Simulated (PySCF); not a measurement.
H4NSi, doublet, at a GFN2-xTB geometry. Base run: DF-R2SCAN/def2-TZVP (PySCF).

PySCF was given this input:
```python
from pyscf import gto, scf, dft

mol = gto.Mole()
mol.atom = '''
    N     1.07284404   -0.47233394   -0.03757332
    Si   -0.46623376    0.17659403    0.02505938
    H     1.90814349    0.00985181   -0.32564380
    H    -0.91969709   -0.03779712    1.41254787
    H    -1.29533293   -0.71428448   -0.80899513
    H    -0.67574904    1.57625096   -0.36572701
'''
mol.basis = 'def2-tzvp'
mol.spin = 1
mol.verbose = 4
mol.symmetry = True
mol.build()

mf = dft.UKS(mol)
mf.xc = 'r2scan'
mf = mf.density_fit(auxbasis='def2-universal-jkfit')
mf.kernel()
mf.analyze()
```

Each row names what was changed in the base input (with any setting that the change needs).

```tsv
change	ΔE vs base (mEh)	point group used	SCF cycles
base	0.000	Cs	10
irrep_nelec = A':(11, 10) A":(2, 2)	263.0	Cs	14
irrep_nelec = A':(9, 10) A":(4, 2)	286.6	Cs	14
symmetry = off	0.000	C1	10
```

Open shells are given as the SCF converged; they aren't shown to be the lowest states, and a large step between rows can be another state.
